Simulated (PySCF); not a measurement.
A structure optimised at PBE-D3(BJ)/def2-SVPD, used in a PySCF frequency run:

```
Si
O 1 1.7214
H 2 0.9729 1 104.97
O 1 1.7328 2 121.49 3 93.14
H 4 0.9726 1 105.62 2 87.89
O 1 1.7328 2 121.49 3 -93.14
H 6 0.9726 1 105.62 2 -87.89
O 1 1.7742 2 89.95 3 0.00
H 8 0.9687 1 110.29 2 180.00
F 1 1.8006 2 87.98 3 180.00
```
Charge -1, spin multiplicity 1.

Q: Write its SMILES, formula and point group.

A: O[Si-](O)(O)(O)F, FH4O4Si, Cs

Q: What are its rotational constants (standard atomic weights)?

A: 3.2475, 2.5985, 2.5313 GHz
